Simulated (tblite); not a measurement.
Compound: C₇H₁₀N (doublet state).
Numbering: `[CH3:1][C:2]1=[CH:3][CH:4]=[CH:5][C@@H:6]1[CH:7][NH2:8]` (hydrogens: H9, H10, H11 on C1; H12 on C3; H13 on C4; H14 on C5; H15 on C6; H16 on C7; H17, H18 on N8)

Structure optimised with GFN2-xTB, isolated species. This method treats the open shell by occupation alone, without spin polarisation.

**Question.** List the bond lengths, angles and torsions at this level.

**Answer.** 
| bond | length (Å) |
| --- | --- |
| C1–C2 | 1.486 |
| C2=C3 | 1.342 |
| C3–C4 | 1.445 |
| C4=C5 | 1.342 |
| C5–C6 | 1.506 |
| C6–C7 | 1.494 |
| C7–N8 | 1.393 |
| C2–C6 | 1.508 |
| C1–H9, C1–H10, C1–H11 | 1.090 |
| C3–H12 | 1.076 |
| C4–H13 | 1.076 |
| C5–H14 | 1.074 |
| C6–H15 | 1.096 |
| C7–H16 | 1.079 |
| N8–H17, N8–H18 | 1.010 |

Bonds in one row agree within 0.01 Å and their mean is given. A selection of angles:
| angle | degrees |
| --- | --- |
| C2–C1–H9 | 110.0 |
| C2–C1–H10 | 110.6 |
| H9–C1–H10 | 107.6 |
| H9–C1–H11 | 109.1 |
| C1–C2–C3 | 129.2 |
| C1–C2–C6 | 121.7 |
| C3–C2–C6 | 109.1 |
| C2–C3–C4 | 109.8 |
| C2–C3–H12 | 126.2 |
| C4–C3–H12 | 124.0 |
| C3–C4–C5 | 109.3 |
| C3–C4–H13 | 123.9 |
| C5–C4–H13 | 126.8 |
| C4–C5–C6 | 109.4 |
| C4–C5–H14 | 128.1 |
| C6–C5–H14 | 122.3 |
| C5–C6–C7 | 107.7 |
| C5–C6–H15 | 112.2 |
| C7–C6–H15 | 109.7 |
| C2–C6–C5 | 102.2 |
| C2–C6–C7 | 112.6 |
| C2–C6–H15 | 112.2 |
| C6–C7–N8 | 118.0 |
| C6–C7–H16 | 117.4 |
| N8–C7–H16 | 115.0 |
| C7–N8–H17 | 114.4 |
| C7–N8–H18 | 114.8 |
| H17–N8–H18 | 113.2 |

Torsions: C1–C2–C3–C4 -179° (antiperiplanar); C2–C3–C4–C5 -2° (synperiplanar); C3–C4–C5–C6 3° (synperiplanar); C4–C5–C6–C7 116° (anticlinal); C5–C6–C7–N8 81° (synclinal); C1–C2–C6–C5 -179° (antiperiplanar).

The 5-membered ring C2–C3–C4–C5–C6 has internal angles of 102.2° to 109.8°; it is almost planar, 0.01 Å rms from its mean plane, widest ring torsion 3°. C5 (carbon bonded to 2 C and H) is planar (angles 128.1°, 122.3° and 109.4°, sum 359.8°, 0.03 Å off the plane of its three neighbours). C2 (carbon bonded to 3 C) is planar (angles 129.2°, 121.7° and 109.1°, sum 360.0°, 0.01 Å off the plane of its three neighbours). The 7 C–C bonds span 1.342 Å (C4=C5, drawn double) to 1.508 Å (C2–C6, drawn single), a spread of 0.166 Å. C4 (carbon bonded to 2 C and H) is planar (angles 126.8°, 123.9° and 109.3°, sum 360.0°, 0.00 Å off the plane of its three neighbours). N8 (nitrogen bonded to C and 2 H) is pyramidal (angles 114.8°, 114.4° and 113.2°, sum 342.4°, 0.27 Å off the plane of its three neighbours). Of the pairs four or more bonds apart, C7···H9 is among the closest relative to their van der Waals radii: 2.91 Å, 100 % of the sum of Bondi's values.

Point group: C1 (no symmetry element, even within 0.4 Å). Its GFN2-xTB frequencies are all real (lowest 64 cm⁻¹). Torsions: C5–C6–C7–N8 81°, C6–C7–N8–H 43° and 177°.

One conformer stands for the species.

The numbers are calculated, not measured.
